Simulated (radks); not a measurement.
Charge is removed step by step from the 4f7/2 level of Tb, starting from [Xe] 4f(5/2: 6, 7/2: 3) 6s2. All-electron calculation, Dirac Kohn-Sham, PBE, spin-unpolarised, spherical densities, point nucleus. Program: a radial shooting solver on a logarithmic mesh with Libxc functionals.

removed (e)  E - E(0) (eV)  eigenvalue (eV)  E minus straight line (eV)
0                    0.000           -2.546                       0.000
0.1                  0.317           -3.800                      -0.632
0.2                  0.762           -5.108                      -1.135
0.3                  1.340           -6.466                      -1.505
0.4                  2.057           -7.870                      -1.737
0.5                  2.916           -9.316                      -1.827
0.6                  3.921          -10.802                      -1.770
0.7                  5.077          -12.326                      -1.562
0.8                  6.388          -13.887                      -1.200
0.9                  7.856          -15.482                      -0.681
1                    9.485          -17.110                       0.000

Removing the whole electron costs 9.485 eV by Delta-SCF, against 2.546 eV from minus the eigenvalue at the starting occupation. Slater's transition state (half an electron removed) gives 9.316 eV. Integrating minus the eigenvalue over the occupation (Janak's theorem) gives 9.485 eV. The mean slope of the eigenvalue, de/dn, is 14.6 eV per electron.
